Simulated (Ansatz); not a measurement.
`C=C(C)CBr` at its PBE0-D4/def2-TZVP geometry, where that method's forces vanish. The species carries charge 0 and has multiplicity 1.

```xyz
12

C     0.5073   -1.3976   -0.5068
C     0.0283   -0.2339   -0.0766
C    -0.9999    0.5522   -0.8215
C     0.4960    0.3241    1.2196
Br    1.5186    1.9843    0.9758
H     0.1620   -1.8415   -1.4336
H     1.2593   -1.9426    0.0529
H    -1.8946    0.7007   -0.2080
H    -1.2923    0.0499   -1.7434
H    -0.6183    1.5460   -1.0711
H    -0.3306    0.6117    1.8684
H     1.1642   -0.3532    1.7443
```

(1) What forces (eV/Å) does r2SCAN-D4/def2-TZVPP give on these atoms in Ansatz 0.2.0? (Estimate.)

Results:

(1) Ansatz gave: 
```
C1   0.103 -0.232 -0.087
C2  -0.039  0.124  0.047
C3  -0.067  0.044 -0.064
C4  -0.141 -0.242  0.117
Br5  0.155  0.258 -0.033
H6  -0.002  0.005  0.015
H7  -0.009  0.010 -0.008
H8   0.011  0.012 -0.002
H9   0.003  0.011  0.017
H10 -0.013 -0.010  0.010
H11  0.006  0.010 -0.008
H12 -0.007  0.010 -0.006
```
